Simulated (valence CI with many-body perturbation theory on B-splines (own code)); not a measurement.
**Which ion has this spectrum?**

A relativistic CI+MBPT calculation for an atom or ion with 39 electrons gives these levels (cm⁻¹):

```csv
J,Parity,E,g
3/2,even,0.0,0.67
5/2,even,101749,1.05
3/2,even,120951,1.22
7/2,even,130645,1.06
9/2,even,134144,1.06
1/2,even,135772,1.88
5/2,even,194992,1.33
7/2,even,232009,1.09
9/2,even,244367,1.14
3/2,even,257808,1.13
1/2,even,266171,1.45
11/2,even,273613,1.09
5/2,even,274057,1.22
5/2,even,293283,1.11
```

The energies are calculated, and their last digits are not significant.

(1) Which is it?
A. Hf33+
B. Re36+
C. Yb31+
D. W35+

## Answers

(1) A. Hf33+, ground level (4d3/2^3) J=3/2.
